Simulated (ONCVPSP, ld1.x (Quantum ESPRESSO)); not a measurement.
Potentials for rubidium compared

Generated with ld1.x 7.5 (TM, RRKJ, ultrasoft, PAW), atompaw 4.2 or ONCVPSP 4.0.1. The cutoff is in Ry: for ld1.x and atompaw files where the sum of valence levels is converged to 10 mRy in a Bessel basis, for ONCV files where the hardest occupied wave has 1 mHa per electron of residual kinetic energy. The error is the largest all-electron minus pseudo excitation energy over each file’s own four to seven test configurations (ionisations up to +4, promotions, holes and added fractions of an electron), all of which were solved. The labels leave out finer settings (local radius, basis sizes, second energies), which also bear on the numbers. Spin-polarised tests are not counted. The rows are a selection from randomly drawn settings: files with unsolved tests, undetermined cutoffs or missed reference levels are left out.

A true bound ghost makes a file unfit for plane-wave use even where its test errors are small: the radial tests pick states by their node count and pass the ghost by.

```tsv
potential	cutoff (Ry)	largest error (meV)	bound ghosts
ONCV, PBEsol, scalar-relativistic, rc 1.95/2.30/1.95 (spd), local d, core correction no, reference 4s2 4p6 5s0.5 5p0.5, qcut 5.4/4.7/4.4, projectors 2/2/0	23	+5.5	p
ONCV, PW91, scalar-relativistic, rc 2.10/2.30/2.45 (spd), local smoothed, core correction yes, reference 4s2 4p6 5s1, qcut 6/5.4/3.6, projectors 2/1/1	23	+5.3	none
ONCV, LDA (Perdew-Wang 92), scalar-relativistic, rc 2.60/2.45/2.10 (spd), local d, core correction yes, reference 4s2 4p6 5s1, qcut 4.7/5.4/3.9, projectors 2/2/0	14	-168	none
ONCV, PBE, fully relativistic, rc 1.55/1.80/1.80 (spd), local smoothed, core correction yes, reference 4s2 4p6, qcut 5.2/4/5.7, projectors 2/2/2	30	-11	none
```

(1) Fill in the row for Rb: ONCV, PBE, scalar-relativistic, rc 1.70/1.75/4.00 (spd), local smoothed, core correction yes, reference 4s2 4p6 4d1, qcut 6.6/5.2/2.7, projectors 2/2/2.

(2) Fill in the row for Rb: ONCV, LDA (Perdew-Zunger), scalar-relativistic, rc 2.85/1.80/1.80 (spd), local d, core correction yes, reference 4s2 4p6 5s1, qcut 4.7/4/5.9, projectors 2/1/0.

(3) Fill in the row for Rb: TM, Wu–Cohen, scalar-relativistic, rc 1.40/2.30/3.05 (spd), local d, core correction yes, reference 4s2 4p6 4d0 5s0 5p0.

## Answers

(1) cutoff 32 Ry, largest error +4.4 meV, bound ghosts: none.

(2) cutoff 45 Ry, largest error -6.4 meV, bound ghosts: none.

(3) cutoff 55 Ry, largest error -45 meV, bound ghosts: none.
